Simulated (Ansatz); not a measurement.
Start from `C[S][AlH2]` and change one atom or group to get `C[S][Au]`.

Ansatz, PBE0-D4/def2-TZVP geometries, multiplicity 1. 

Elements past krypton have def2 core potentials.

```
                                                                                  property  `C[S][AlH2]`
                                                     HOMO energy (ωB97M-V/def2-TZVPP) / eV         -9.38
                                            zero-point energy (PBE0-D4/def2-TZVP) / kJ/mol         138.1
                                                         HOMO energy (PBE/def2-TZVPP) / eV         -6.09
                                        size of the dipole moment (ωB97M-V/def2-TZVPP) / D          1.39
                                                     LUMO energy (ωB97M-V/def2-TZVPP) / eV          0.34
ideal-gas entropy at 298 K and 1 bar (rigid rotor, harmonic PBE0-D4/def2-TZVP) / J/(mol·K)           310
```

Problem. What does the change do to each property? (Best estimate.)

Solution. The calculation gave: 
```json
{"property": "HOMO energy (ωB97M-V/def2-TZVPP) / eV", "`C[S][Au]`": "-8.35", "shift": "1.03"}
{"property": "zero-point energy (PBE0-D4/def2-TZVP) / kJ/mol", "`C[S][Au]`": "101.6", "shift": "-36.5"}
{"property": "HOMO energy (PBE/def2-TZVPP) / eV", "`C[S][Au]`": "-5.19", "shift": "0.90"}
{"property": "size of the dipole moment (ωB97M-V/def2-TZVPP) / D", "`C[S][Au]`": "2.56", "shift": "1.17"}
{"property": "LUMO energy (ωB97M-V/def2-TZVPP) / eV", "`C[S][Au]`": "-1.17", "shift": "-1.51"}
{"property": "ideal-gas entropy at 298 K and 1 bar (rigid rotor, harmonic PBE0-D4/def2-TZVP) / J/(mol·K)", "`C[S][Au]`": "313", "shift": "3"}
```

With PBE0 the HOMO rises by 0.96 eV and the LUMO falls by 1.64 eV, so the gap narrows by about 2.60 eV. PBE moves the HOMO by 0.90 eV and ωB97M-V by 1.03 eV. The zero-point energy changes by -36.5 kJ/mol with -6 modes. Dipoles are sizes alone; their direction can turn.
